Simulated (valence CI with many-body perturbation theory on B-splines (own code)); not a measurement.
W⁵²⁺: E2, M1 decay

Method: configuration interaction combined with many-body perturbation theory (CI+MBPT): four valence electrons over a frozen Dirac-Fock core [Ar], a basis of 9 s, 9 p, 10 d, 8 f, 5 g, 3 h, 1 i functions for each j, with the one-electron correlation potential Σ1 (screened to all orders), the two-electron term Σ2, the three-electron term Σ3, Breit, model QED; selected single and double excitations, second order for the rest (own B-spline code, finite nucleus).

The last digits are not significant, and no measured levels were compared; by estimate large intervals hold to a few tenths of a per cent, small ones and those within an open d or f shell to about a per cent. The list stops below the first excitations out of the core. Only levels of the ground parity were solved; by the run's estimate the other parity begins above the list, which can be wrong where configurations are misplaced.

Lines 1 to 50 of 73 in falling wavelength, among levels below 1940500 cm⁻¹, chosen from the decays that carry over 1 % of a level's rate. Wavelengths and rates use the calculated energies. Electric multipoles are in the length gauge, E1 and E2 with the static RPA response of the core. S is in atomic units (e²a₀⁴ for E2 and M2, e²a₀⁶ for E3), for M1 in squared Bohr magnetons. Weak lines are less certain than strong ones. Lines between different terms over intervals too small for the method are left out, as are lines whose strength nearly cancels. The highest levels of a list are the least certain.

Levels are named by their leading jj configuration (3d3/2^4 stands for four electrons in 3d with j = 3/2), which in mixed levels can hold well under half, so a name can repeat and another be missing. Letters in brackets count levels of one name in rising energy.

```csv
λ vac (Å),Upper,Lower,Type,A (s⁻¹),S (a.u.)
4411,(3d3/2^2 3d5/2^2) J=6,(3d3/2^2 3d5/2^2) J=5,M1,8.17e+01,3.38e+00
3658,(3d3/2^3 3d5/2) J=3,(3d3/2^3 3d5/2) J=2,M1,2.39e+02,3.03e+00
1893,(3d3/2^3 3d5/2) J=3,(3d3/2^3 3d5/2) J=4,M1,1.20e+03,2.11e+00
824.4,(3d3/2^3 3d5/2) J=2,(3d3/2^3 3d5/2) J=1,M1,2.57e+04,2.67e+00
687.4,(3d3/2^2 3d5/2^2) J=2 [d],(3d3/2^2 3d5/2^2) J=2 [c],M1,2.49e+04,1.50e+00
667.0,(3d3/2^2 3d5/2^2) J=2 [b],(3d3/2^2 3d5/2^2) J=2 [a],M1,1.65e+04,9.07e-01
404.1,(3d3/2^2 3d5/2^2) J=2 [d],(3d3/2^2 3d5/2^2) J=2 [b],M1,1.56e+04,1.90e-01
375.4,(3d3/2^2 3d5/2^2) J=2 [d],(3d3/2^2 3d5/2^2) J=3 [b],M1,4.42e+03,4.33e-02
361.1,(3d3/2^2 3d5/2^2) J=4 [c],(3d3/2^2 3d5/2^2) J=4 [a],M1,4.16e+04,6.53e-01
343.5,(3d3/2^2 3d5/2^2) J=2 [d],(3d3/2^2 3d5/2^2) J=1,M1,6.22e+03,4.68e-02
283.2,(3d3/2 3d5/2^3) J=3 [b],(3d3/2^2 3d5/2^2) J=2 [d],M1,9.49e+04,5.59e-01
275.7,(3d3/2^2 3d5/2^2) J=2 [d],(3d3/2^2 3d5/2^2) J=3 [a],M1,2.52e+04,9.78e-02
251.6,(3d3/2^2 3d5/2^2) J=2 [d],(3d3/2^2 3d5/2^2) J=2 [a],M1,3.28e+03,9.68e-03
238.5,(3d3/2^2 3d5/2^2) J=0 [b],(3d3/2^2 3d5/2^2) J=1,M1,5.05e+05,2.54e-01
225.9,(3d3/2^2 3d5/2^2) J=2 [a],(3d3/2^3 3d5/2) J=3,M1,7.08e+04,1.51e-01
217.0,(3d3/2^2 3d5/2^2) J=4 [a],(3d3/2^3 3d5/2) J=3,M1,3.61e+05,1.23e+00
213.2,(3d3/2 3d5/2^3) J=3 [a],(3d3/2^2 3d5/2^2) J=2 [b],M1,1.03e+05,2.59e-01
212.8,(3d3/2^2 3d5/2^2) J=2 [a],(3d3/2^3 3d5/2) J=2,M1,1.00e+06,1.79e+00
209.5,(3d3/2^2 3d5/2^2) J=3 [a],(3d3/2^3 3d5/2) J=3,M1,1.95e+06,4.65e+00
207.2,(3d3/2 3d5/2^3) J=2,(3d3/2^2 3d5/2^2) J=2 [c],M1,2.79e+05,4.59e-01
206.2,(3d3/2 3d5/2^3) J=3 [a],(3d3/2^2 3d5/2^2) J=4 [b],M1,3.15e+05,7.16e-01
200.6,(3d3/2 3d5/2^3) J=3 [b],(3d3/2^2 3d5/2^2) J=2 [c],M1,8.58e+04,1.80e-01
198.1,(3d3/2^2 3d5/2^2) J=3 [a],(3d3/2^3 3d5/2) J=2,M1,1.39e+06,2.80e+00
195.8,(3d3/2 3d5/2^3) J=1,(3d3/2^2 3d5/2^2) J=2 [b],M1,3.62e+05,3.02e-01
194.7,(3d3/2^2 3d5/2^2) J=4 [a],(3d3/2^3 3d5/2) J=4,M1,3.06e+06,7.55e+00
193.5,(3d3/2^3 3d5/2) J=1,(3d3/2^4) J=0,M1,3.36e+06,2.71e+00
187.8,(3d3/2 3d5/2^3) J=5,(3d3/2^2 3d5/2^2) J=4 [b],M1,1.42e+06,3.85e+00
183.9,(3d3/2 3d5/2^3) J=4,(3d3/2^2 3d5/2^2) J=5,M1,3.51e+05,7.29e-01
180.4,(3d3/2 3d5/2^3) J=1,(3d3/2^2 3d5/2^2) J=1,M1,1.87e+06,1.22e+00
178.8,(3d3/2^2 3d5/2^2) J=5,(3d3/2^3 3d5/2) J=4,M1,1.67e+06,3.89e+00
174.5,(3d3/2 3d5/2^3) J=4,(3d3/2^2 3d5/2^2) J=3 [a],M1,1.65e+06,2.92e+00
174.3,(3d3/2^2 3d5/2^2) J=3 [b],(3d3/2^3 3d5/2) J=3,M1,4.52e+05,6.21e-01
173.5,(3d3/2^2 3d5/2^2) J=1,(3d3/2^3 3d5/2) J=2,M1,3.31e+06,1.92e+00
173.4,(3d3/2^2 3d5/2^2) J=4 [b],(3d3/2^3 3d5/2) J=3,M1,6.29e+05,1.09e+00
172.5,(3d3/2 3d5/2^3) J=5,(3d3/2^2 3d5/2^2) J=6,M1,8.03e+05,1.68e+00
171.8,(3d3/2^2 3d5/2^2) J=6,(3d3/2^3 3d5/2) J=4,E2,1.16e+02,2.01e-04
171.2,(3d3/2 3d5/2^3) J=6,(3d3/2^2 3d5/2^2) J=6,M1,1.55e+06,3.75e+00
171.2,(3d3/2 3d5/2^3) J=3 [a],(3d3/2^2 3d5/2^2) J=3 [a],M1,2.87e+06,3.73e+00
171.0,(3d3/2 3d5/2^3) J=2,(3d3/2^2 3d5/2^2) J=2 [b],M1,1.62e+06,1.50e+00
170.4,(3d3/2^2 3d5/2^2) J=0 [a],(3d3/2^3 3d5/2) J=1,M1,8.22e+06,1.51e+00
169.6,(3d3/2 3d5/2^3) J=4,(3d3/2^2 3d5/2^2) J=4 [a],M1,5.13e+06,8.35e+00
169.1,(3d3/2^2 3d5/2^2) J=2 [a],(3d3/2^3 3d5/2) J=1,M1,4.76e+06,4.27e+00
168.8,(3d3/2^2 3d5/2^2) J=2 [b],(3d3/2^3 3d5/2) J=3,M1,1.78e+04,1.59e-02
166.5,(3d3/2 3d5/2^3) J=3 [b],(3d3/2^2 3d5/2^2) J=2 [b],M1,8.21e+05,9.84e-01
166.4,(3d3/2^2 3d5/2^2) J=3 [b],(3d3/2^3 3d5/2) J=2,M1,6.77e+04,8.09e-02
166.0,(3d3/2 3d5/2^3) J=5,(3d3/2^2 3d5/2^2) J=5,M1,1.09e+06,2.03e+00
165.7,(3d3/2 3d5/2^3) J=2,(3d3/2^2 3d5/2^2) J=3 [b],M1,1.89e+06,1.59e+00
164.8,(3d3/2 3d5/2^3) J=6,(3d3/2^2 3d5/2^2) J=5,M1,1.77e+06,3.82e+00
162.2,(3d3/2 3d5/2^3) J=3 [b],(3d3/2^2 3d5/2^2) J=4 [b],M1,6.42e+05,7.11e-01
161.6,(3d3/2 3d5/2^3) J=3 [a],(3d3/2^2 3d5/2^2) J=2 [a],M1,4.56e+06,4.99e+00
```
